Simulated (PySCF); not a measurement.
This PySCF input asks for the NMR shieldings of `CC[SiH2]B(N)N`, C2H11BN2Si; the geometry comes from GFN2-xTB.

```python
import basis_set_exchange as bse
import numpy as np
from pyscf import gto, dft
from pyscf.prop import nmr

atoms = """
C    -2.109260    0.167940   -0.473943
C    -1.654622   -0.283642    0.908190
Si    0.096396   -1.063596    0.882752
B     1.462748    0.171567    0.195865
N     2.638339   -0.314731   -0.402054
N     1.305188    1.565384    0.287998
H    -1.412927    0.893702   -0.891232
H    -2.155136   -0.681601   -1.152362
H    -3.097953    0.626158   -0.438888
H    -1.667273    0.573186    1.585664
H    -2.378544   -0.995475    1.305527
H    -0.048583   -2.325516    0.117563
H     0.311892   -1.540964    2.269960
H     3.370375    0.276803   -0.759361
H     2.839894   -1.291644   -0.510374
H     1.988589    2.228140   -0.038887
H     0.503878    2.006318    0.701519
"""
names = dict.fromkeys(["C", "Si", "B", "N", "H"], "pcSseg-1")
basis = {el: gto.basis.parse(bse.get_basis(n, elements=[el], fmt="nwchem")) for el, n in names.items()}
mol = gto.M(atom=atoms, basis=basis, charge=0, verbose=0)
mf = dft.RKS(mol, xc="PBE0")
mf.grids.level = 2
mf.grids.alignment = dft.numint.BLKSIZE   # the property module wants whole blocks of grid points
mf.conv_tol = 1e-9
mf.kernel()

calc = nmr.RKS(mf)   # GIAO
C = mf.mo_coeff
Co = C[:, mf.mo_occ > 0]
resp = mf.gen_response(singlet=True, hermi=2)
def vind(x):   # induced exchange potential for any number of trial vectors
    d = np.einsum("pi,xij,qj->xpq", C, 2 * x.reshape(-1, C.shape[1], Co.shape[1]), Co, optimize=True)
    return np.einsum("xpq,pi,qj->xij", resp(d - d.transpose(0, 2, 1)), C, Co, optimize=True).ravel()
mo1, _ = nmr.rhf.solve_mo1(calc, with_cphf=vind)
sigma = calc.kernel(mo1)
for i, s in enumerate(sigma):   # ppm
    print("%2d %-2s %9.2f" % (i, mol.atom_pure_symbol(i), np.trace(s) / 3))
```

Problem. What are the results?

Solution. 
```
 0 C     173.33
 1 C     182.56
 2 Si    424.98
 3 B      74.65
 4 N     185.47
 5 N     188.88
 6 H      30.61
 7 H      30.76
 8 H      30.29
 9 H      31.20
10 H      30.81
11 H      28.12
12 H      27.75
13 H      28.96
14 H      28.98
15 H      28.96
16 H      29.08
```

These numbers come from an equivalent density-fitted implementation of the same equations, which agrees with the script to about 0.01 ppm for H and up to a few tenths of a ppm for heavy atoms, so last digits may differ.

Size and cost of the density-fitted run: 164 basis functions, 24 s wall time on 1 thread of an Arm Neoverse V2, shared host; peak memory 0.93 GiB.
